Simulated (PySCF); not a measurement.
**Circular dichroism: SMILES [C-]#C[C@@H]1CC[C@H]1OC, [C7H9O]-, charge -1**

Cartesian coordinates in Å; atom numbers follow the order of the lines, from 1:
```xyz
17

C    -0.964    1.032   -2.949
C    -0.831    0.393   -1.906
C    -0.643   -0.364   -0.664
C    -1.834   -0.485    0.342
C    -0.874   -0.176    1.496
C     0.165    0.316    0.488
O     1.487   -0.139    0.758
C     2.363    0.199   -0.281
H    -0.216   -1.370   -0.839
H    -2.566    0.308    0.187
H    -2.354   -1.445    0.387
H    -1.209    0.542    2.250
H    -0.516   -1.076    1.995
H     0.175    1.413    0.382
H     1.968   -0.114   -1.253
H     3.310   -0.307   -0.084
H     2.531    1.286   -0.319
```

Total charge -1.

Computed with TDDFT PBE0/aug-cc-pVDZ circular dichroism and optical rotation, one conformer, gas phase in PySCF. Geometry: GFN2-xTB.

The molecule is flexible and this is one conformer; a measurement averages over conformers. For a gas-phase anion, states above the detachment energy (about 1.2 eV, taken as minus the energy of the highest occupied orbital) lie in the continuum and depend on the basis.

(1) Assign R or S to each stereocentre.

(2) Which excitations and rotatory strengths does the calculation give?

## Answers

(1) C3 S, C6 R.

(2) Rotatory strengths R in 10⁻⁴⁰ esu² cm², velocity form and length form (origin at the centre of mass); f in length form.
| state | E (eV) | λ (nm) | f | R (velocity) | R (length) | main |
| --- | --- | --- | --- | --- | --- | --- |
| 1 | 3.10 | 400 | 0.008 | +9.2 | +9.1 | HOMO−1→LUMO 0.79, HOMO→LUMO 0.17 |
| 2 | 3.12 | 398 | 0.007 | -5.3 | -5.4 | HOMO→LUMO 0.45, HOMO−2→LUMO 0.38 |
| 3 | 3.19 | 389 | 0.003 | -0.6 | -0.7 | HOMO−2→LUMO 0.57, HOMO→LUMO 0.37 |
| 4 | 3.30 | 376 | 0.001 | +1.4 | +1.3 | HOMO→LUMO+1 0.48, HOMO−1→LUMO+1 0.41 |
| 5 | 3.32 | 373 | 0.005 | -1.4 | -1.4 | HOMO−1→LUMO+1 0.55, HOMO→LUMO+1 0.25 |
| 6 | 3.37 | 368 | 0.0004 | -0.8 | -0.8 | HOMO−2→LUMO+1 0.71, HOMO→LUMO+1 0.24 |
| 7 | 3.42 | 362 | 0.004 | -1.7 | -1.7 | HOMO→LUMO+2 0.45, HOMO−1→LUMO+2 0.35 |
| 8 | 3.44 | 361 | 0.003 | +2.1 | +2.1 | HOMO−1→LUMO+2 0.59, HOMO−2→LUMO+2 0.25 |
| 9 | 3.51 | 353 | 9e-05 | +0.9 | +1.2 | HOMO−2→LUMO+2 0.55, HOMO→LUMO+2 0.39 |
| 10 | 3.72 | 333 | 0.016 | +4.0 | +4.4 | HOMO−1→LUMO+3 0.76, HOMO→LUMO+3 0.18 |
| 11 | 3.74 | 332 | 0.019 | -12.7 | -12.8 | HOMO→LUMO+3 0.41, HOMO−2→LUMO+3 0.40 |
| 12 | 3.80 | 326 | 0.004 | -0.8 | -0.7 | HOMO−2→LUMO+3 0.54, HOMO→LUMO+3 0.37 |

Among the states computed, the strongest CD band (largest |R|) is state 11. The largest dissymmetry factor in size, g = 4R/(D+G), with D and G the electric and magnetic dipole strengths, is +0.088 for state 9 (velocity form, f = 6e-05), among bands with |R| over 0.5. The mirror image has the same energies and oscillator strengths and all R with the opposite sign.
